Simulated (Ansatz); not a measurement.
Consider the redistribution: `[F][MgH]` + `C[O][Al]([Cl])[O]C` → `[F][Mg][Cl]` + `C[O][AlH][O]C`.

Calculated with Ansatz (gas phase, PBE0-D4/def2-TZVP geometries, no zero-point term in ΔE). CBS: MP2 limit from def2 TZ/QZ plus the TZ coupled-cluster correction, frozen cores. Functionals use def2-TZVPP. B3LYP here is the variant with VWN-RPA as its local correlation; programs differ in this. For Mg outer-core shells are correlated without core-valence functions, which leaves a few kJ/mol of doubt a bond. Each species was taken in one conformer, which may not be the lowest.

| level | ΔE (eV) |
| --- | --- |
| B3LYP-D4 | -0.33 |
| HF/def2-TZVPP | -0.39 |
| MP2/def2-TZVPP | -0.33 |
| HF/def2-QZVPP | -0.41 |

Question: What does CCSD(T)/CBS give? (Best estimate.)

Answer: The calculation gave: -0.34 eV. The listed levels differ from it by 0.01, -0.05, 0.01, -0.07 eV.

Largest T1 diagnostic among the species: 0.012.

In def2-TZVPP, CCSD(T) changes the Hartree–Fock value by +0.08 eV (the triples alone add +0.01 eV) and MP2 by +0.06 eV. The D4 term adds +0.04 eV with B3LYP and +0.02 eV with PBE0; it sums over pairs of atoms, weighted by their polarisabilities, and B3LYP, whose exchange is more repulsive, gets the larger term.
